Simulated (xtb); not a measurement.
methyl(silyl)silane (CH₈Si₂), SMILES C[SiH2][SiH3]. All values are semi-empirical tight-binding results from xtb (GFN2-xTB unless named), good for trends rather than for accurate numbers. Geometry: GFN2-xTB.

**Question.** Estimate the properties. (Estimate from the structure and the level; the computed values follow.)

**Answer.** 
```json
{
  "point_group_as_xtb_finds_it": "Cs",
  "orbital_gap": "4.51 eV",
  "dipole_moment": "0.47 D",
  "zero_point_energy": "47.7 kcal/mol",
  "G − E(el) at 298.15 K (modified RRHO)": "28.8 kcal/mol",
  "static polarisability (D4 model)": "72.9 bohr³",
  "solvation energy, GFN2-xTB/ALPB(water)": "-0.1 kcal/mol",
  "solvation energy, GFN2-xTB/ALPB(acetone)": "-3.2 kcal/mol"
}
```
